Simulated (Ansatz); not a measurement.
C6H20O4Te3, SMILES O[Te](C)(O[Te](C)(O[Te](C)(O)C)C)C. Heavy atoms are numbered as in [OH:1][Te:2]([CH3:3])([CH3:4])[O:5][Te:6]([CH3:7])([CH3:8])[O:9][Te:10]([CH3:11])([CH3:12])[OH:13].

Computed with B3LYP-D3(BJ)/def2-SVP run with Ansatz (a first-principles code).

Bond lengths of the relaxed neutral molecule (Å): O1–Te2 2.101, Te2–C3 2.164, Te2–C4 2.165, Te2–O5 2.043, O5–Te6 2.099, Te6–C7 2.158, Te6–C8 2.156, Te6–O9 2.053, O9–Te10 2.076, Te10–C11 2.144, Te10–C12 2.142, Te10–O13 2.111.

### Question
How do the bond lengths change in the relaxed cation? (The exact figures need the calculation; the answer reports its results.)

### Answer

```json
[
 {"bond": "O1–Te2", "neutral (Å)": "2.101", "cation (Å)": "2.024"},
 {"bond": "Te2–C3", "neutral (Å)": "2.164", "cation (Å)": "2.152"},
 {"bond": "Te2–C4", "neutral (Å)": "2.165", "cation (Å)": "2.155"},
 {"bond": "Te2–O5", "neutral (Å)": "2.043", "cation (Å)": "2.184"},
 {"bond": "O5–Te6", "neutral (Å)": "2.099", "cation (Å)": "2.008"},
 {"bond": "Te6–C7", "neutral (Å)": "2.158", "cation (Å)": "2.140"},
 {"bond": "Te6–C8", "neutral (Å)": "2.156", "cation (Å)": "2.140"},
 {"bond": "Te6–O9", "neutral (Å)": "2.053", "cation (Å)": "2.014"},
 {"bond": "O9–Te10", "neutral (Å)": "2.076", "cation (Å)": "2.169"},
 {"bond": "Te10–C11", "neutral (Å)": "2.144", "cation (Å)": "2.143"},
 {"bond": "Te10–C12", "neutral (Å)": "2.142", "cation (Å)": "2.144"},
 {"bond": "Te10–O13", "neutral (Å)": "2.111", "cation (Å)": "2.042"}
]
```
